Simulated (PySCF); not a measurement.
A calculated (UHF, PySCF 2.14, aug-cc-pwCVTZ-X2C with one added diffuse shell each of s, p, d, f type, scalar relativity by spin-free X2C-1e) atom or ion has these occupied shells.

```
shell  electrons  orbital energy (eV)  rms radius, mean of both spins (bohr)
 1s β          1             -16195.9                                 0.0450
 1s α          1             -16195.9                                 0.0450
 2s α          1              -2259.7                                  0.187
 2s β          1              -2259.7                                  0.187
 2p α          3              -2002.4                                  0.166
 2p β          3              -2002.4                                  0.166
 3s β          1              -377.90                                  0.524
 3s α          1              -377.90                                  0.524
 3p α          3              -292.20                                  0.535
 3p β          3              -292.20                                  0.535
 3d α          5              -150.34                                  0.547
 3d β          5              -150.25                                  0.547
 4s α          1              -51.247                                   1.47
 4s β          1              -50.807                                   1.47
 4p α          3              -28.644                                   1.70
 4p β          3              -27.769                                   1.70
 4d α          2               -2.851                                   4.89
```

(1) Name the element and its charge.

## Answers

(1) Sr (strontium, neutral), in [Kr] 4d2, high-spin 3F determinant (an excited configuration).
